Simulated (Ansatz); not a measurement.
Ca₂₀⁻, relaxed as a doublet with UKS PBE/def2-SVP in Ansatz, starting from a model built from a lattice or polyhedron. Force threshold 0.03 eV/Å.

Single mean-field runs in def2-SVP are fitted with def2-universal-jkfit. The charge -1 doublet is spin-contaminated (final ⟨S²⟩ up to 1.50, 0.75 for a pure state).

Start:

Cartesian coordinates in Å:
```
Ca -8.902 -1.155 -1.406
Ca -5.520 -0.620 0.095
Ca -5.131 -0.197 3.790
Ca -1.724 0.336 5.261
Ca -1.358 0.772 8.973
Ca -5.888 -1.033 -3.640
Ca -2.505 -0.502 -2.146
Ca -2.102 -0.091 1.576
Ca 1.241 0.455 3.043
Ca 1.670 0.877 6.754
Ca -2.861 -0.919 -5.889
Ca 0.557 -0.394 -4.381
Ca 0.887 0.030 -0.680
Ca 4.298 0.580 0.803
Ca 4.682 0.994 4.515
Ca 0.144 -0.801 -8.079
Ca 3.560 -0.274 -6.587
Ca 3.922 0.159 -2.871
Ca 7.331 0.671 -1.421
Ca 7.699 1.111 2.289
```

Estimate the energy that the relaxation releases and the steps that it takes.

693.5 kJ/mol, in 57 steps; 13 min on 2 threads of AMD EPYC 7R13 on a shared host and a share (18 GiB) of an NVIDIA H100 80GB HBM3. The force fell under the threshold at step 54, but the optimiser went on and released 0.012 eV more. No frequencies were taken in this run, so the end may be a saddle point.

Does the start keep its bonding and symmetry?

Bonds lost: Ca2–Ca3, Ca4–Ca9, Ca9–Ca14, Ca9–Ca15 (atoms count from 1). Bonds formed: Ca1–Ca3, Ca1–Ca4, Ca1–Ca8, Ca2–Ca4, Ca2–Ca11, Ca2–Ca12, Ca2–Ca13, Ca3–Ca5 (atoms count from 1).

Predict the relaxed structure.


Cartesian coordinates in Å:
```
Ca -5.197 -1.878 1.492
Ca -2.174 -2.179 -0.653
Ca -4.878 0.438 4.368
Ca -1.618 -1.423 3.409
Ca -1.749 2.431 4.495
Ca -4.961 -0.032 -1.869
Ca -1.297 1.257 -2.156
Ca -2.973 1.162 1.196
Ca 0.457 3.155 1.362
Ca 1.417 0.750 4.337
Ca -2.402 -1.421 -4.512
Ca 0.922 -1.829 -2.828
Ca 0.650 -0.290 0.711
Ca 3.954 -1.725 -0.654
Ca 2.443 -2.524 2.813
Ca 0.698 0.756 -5.401
Ca 4.170 -0.599 -4.311
Ca 2.440 1.614 -1.922
Ca 6.170 1.181 -1.504
Ca 3.928 1.157 1.628
```
Bond lengths (bridged metal pairs left out): 64 × Ca–Ca 3.51 to 4.17 Å.
